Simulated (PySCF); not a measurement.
Computed IR spectrum (relative IR intensity) of a molecule C₂H₈BNO. Coordinates come from a ωB97X-D3(BJ)/def2-SVP optimisation. Other conformers were not sampled. All values below come from ωB97X-D3(BJ)/def2-SVP (PySCF). No scaling factor is applied to the harmonic values.

Lines under 2 % of the strongest are left out, and lines within 2 cm⁻¹ are merged.

```tsv
ν (cm⁻¹)	relative intensity
401	2.3
425	55
600	7.7
937	8.8
1068	5.6
1118	2.2
1150	11
1182	9.8
1255	19
1384	24
1422	74
1462	44
1510	4.6
1603	100
2580	48
3058	16
3066	3.6
3118	8.0
3162	8.9
3169	6.5
3649	14
3764	12
```

Which structure fits?
A) CN(C)BO
B) CCOBN
C) CNB(C)O
D) COB(C)N

B, CCOBN
